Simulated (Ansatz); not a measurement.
Reaction (isomerisation): `[CH3][Al]([CH3])[SeH]` → `C[CH2][AlH][SeH]`

Gas-phase electronic energies from Ansatz, PBE0-D4/def2-TZVP geometries. CCSD(T)/CBS adds triple-zeta CCSD(T) − MP2 to the extrapolated MP2 energy (def2 sets, frozen cores). DFT in def2-TZVPP. HSE06 is defined as in plane-wave codes. For Se outer-core shells are correlated without core-valence functions, which leaves a few kJ/mol of doubt a bond. Scalar relativity is left out up to krypton. Each species was taken in one conformer, which may not be the lowest.

`[CH3][Al]([CH3])[SeH]`:

Cartesian coordinates in Å:
```
C -1.209 -0.554 1.061
Al 0.183 -0.184 -0.253
C 0.992 1.569 -0.514
Se 0.980 -1.897 -1.617
H -1.689 -1.524 0.914
H -0.787 -0.545 2.072
H -1.985 0.217 1.038
H 1.804 1.557 -1.244
H 0.245 2.292 -0.859
H 1.393 1.959 0.428
H 0.073 -2.890 -1.026
```

`C[CH2][AlH][SeH]`:

Z-matrix (Å, degrees):
```
C
C 1 1.526
H 1 1.093 2 111.7
H 1 1.094 2 112.0 3 -120.1
H 1 1.093 2 111.7 3 119.8
Al 2 1.956 1 117.4 3 -59.9
H 2 1.098 1 110.4 3 62.7
H 2 1.098 1 110.4 3 177.6
Se 6 2.322 2 121.1 1 0.0
H 6 1.585 2 123.7 1 179.9
H 9 1.470 6 92.3 2 -0.0
```

```csv
level,ΔE (kJ/mol)
HSE06-D4,61.0
PBE,62.4
BLYP,64.1
PBE0,61.8
BHLYP,61.2
CAM-B3LYP,61.7
HF/def2-TZVPP,56.4
SCS-MP2/def2-TZVPP,58.9
```

What does CCSD(T)/CBS give? (Estimate.)

Computed: +61.5 kJ/mol. The listed levels differ from it by -0.5, 0.9, 2.6, 0.3, -0.3, 0.2, -5.1, -2.6 kJ/mol.

Largest T1 diagnostic among the species: 0.009.

Leaving LDA and LC-ωPBE aside and taking each functional with its dispersion term where it has one, the values, not all of them listed here, spread over 9.5 kJ/mol, from B97M-V to r2SCAN-D4. LDA lies −4.5 kJ/mol from PBE without D4. In def2-TZVPP, CCSD(T) changes the Hartree–Fock value by +3.8 kJ/mol (the triples alone add +0.4 kJ/mol) and MP2 by +6.3 kJ/mol. At CCSD(T), def2-SVP lies −15.9 kJ/mol from the extrapolated value and def2-TZVPP −1.3 kJ/mol.
